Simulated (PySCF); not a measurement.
# Zn²⁺: ionisation energy

Zn²⁺ [Ar] 3d10 (1S) → Zn³⁺ [Ar] 3d9 (2D), as a difference of total energies. All numbers are calculated (PySCF 2.14, scalar relativity by spin-free X2C-1e, in x2c-QZVPPall). Correlated levels: valence: [Ar] frozen; valence and next inner shell: [Ne] frozen. The calculations carry no spin-orbit coupling.

| method | ionisation energy (eV) |
| --- | --- |
| UHF | 36.956 |
| LDA | 40.780 |
| PBE | 40.127 |
| PBE0 | 39.634 |
| r2SCAN | 39.639 |
| MN15 | 40.185 |
| revPBE | 39.969 |
| TPSS | 39.749 |
| MP2 (valence) | 40.034 |
| SCS-MP2 (valence) | 39.670 |
| MP2 (valence and next inner shell) | 40.520 |
| SCS-MP2 (valence and next inner shell) | 40.053 |

A first-order spin-orbit estimate (lowest level to lowest level, LS coupling) adds -0.152 eV.

Errors of the correlated levels include the incompleteness of this basis and the frozen core.

**Question.** Which method comes closest to the reference value, and which is furthest?

**Answer.** The reference is 39.723 eV (measured; NIST Atomic Spectra Database, ionization energies). Closest: revPBE (error 0.095 eV); furthest: UHF (error -2.918 eV), both after the spin-orbit estimate.
